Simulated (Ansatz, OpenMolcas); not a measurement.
# Predicting a hybrid from its neighbours: C3H4AlF

C3H4AlF: 9 atoms, total charge 0, spin state singlet. SMILES: `C#[C][Al]([CH3])[F]`. Geometry: relaxed at PBE0-D4/def2-TZVP.

The HOMO–LUMO gap y, in eV, basis cc-pVDZ; a is the functional's share of exact exchange. Programs: Ansatz 0.2.0, OpenMolcas 26.06.

| functional | program | a | y (eV) |
| --- | --- | --- | --- |
| r2SCAN | OpenMolcas | 0 | 5.54 |
| PBE | Ansatz | 0 | 5.02 |
| B3LYP | OpenMolcas | 0.2 | ? |
| PBE0 | OpenMolcas | 0.25 | 7.08 |
| BHLYP | OpenMolcas | 0.5 | 8.97 |

Problem. Fit y = c + s·a to the known rows and predict B3LYP.

Solution. 
1. Means of the 4 rows: a = 0.1875, y = 6.652.
2. Σ(Δa)² = 0.17188, Σ(Δa·Δy) = 1.2656, so the slope is 1.2656/0.17188 = 7.3633.
3. Intercept: 6.652 − (7.3633) × 0.1875 = 5.271. The largest residual of the fit is 0.27.
4. B3LYP: 5.271 + (7.3633) × 0.2 = 6.74 eV.

The run gave 6.59 eV, so the prediction is off by +0.15 eV, within the largest residual. Exact exchange lowers occupied levels and raises empty ones. The rows mix families of semi-local functionals, which the line can't see.
